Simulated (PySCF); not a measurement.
AgI, SMILES [Ag][I], multiplicity 1. Coordinates come from a PBE-D3(BJ)/def2-TZVP optimisation. The spin state was assumed, not searched. The def2 effective core potentials stand for the cores of Ag, I; spin–orbit coupling is left out.

Method: PBE-D3(BJ)/def2-TZVP (PySCF 2.14.0).

Harmonic wavenumbers (cm⁻¹): 196. Rotational constants (GHz): 1.315 (linear); symmetry number 1.

Task: Work out the zero-point energy and the ideal-gas rigid-rotor harmonic-oscillator thermochemistry at 298.15 K and 1 atm.

Result: ZPE = ½ Σ hcν = ½ × 196 cm⁻¹ = 0.28 kcal/mol. H − E(el) = 2.71 kcal/mol. Entropy in cal/(mol K): translation 42.26, rotation 18.80, vibration 2.17, total 63.23. G − E(el) = -16.14 kcal/mol. Cp = 8.80 cal/(mol K).
